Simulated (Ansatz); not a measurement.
Mulliken charges of CH6BGaTe (`C[B]([GaH2])[TeH]`) from r2SCAN/def2-TZVPP in Ansatz (PBE0-D4/def2-TZVP geometry).

| atom | x (Å) | y (Å) | z (Å) | charge (e) |
| --- | --- | --- | --- | --- |
| C1 | -0.185 | 1.335 | -0.046 | -0.226 |
| B2 | 0.045 | -0.203 | -0.244 | 0.031 |
| Ga3 | 0.147 | -1.537 | 1.358 | 0.038 |
| Te4 | 0.265 | -1.034 | -2.188 | 0.121 |
| H5 | 0.604 | 1.750 | 0.593 | 0.077 |
| H6 | -1.119 | 1.503 | 0.505 | 0.077 |
| H7 | -0.222 | 1.923 | -0.965 | 0.055 |
| H8 | -1.139 | -2.236 | 1.946 | -0.067 |
| H9 | 1.507 | -1.895 | 2.071 | -0.066 |
| H10 | 0.097 | 0.393 | -3.029 | -0.041 |

Task: By hand: the dipole of these point charges (1 e Å = 4.8032 D).

Result: Σ q r = (0.002, 0.123, -0.322) e Å, of length 0.345 e Å = 1.66 D.

Task: How does the dipole of the full density compare? (Estimate.)

Result: Computed: (-0.035, 0.283, -0.087) e Å, 1.43 D; the point charges give 1.16 times that, at 52° from its direction.

Point charges leave out the atoms' own dipoles, such as those of lone pairs, and Mulliken's split depends on the basis, so the two needn't agree.
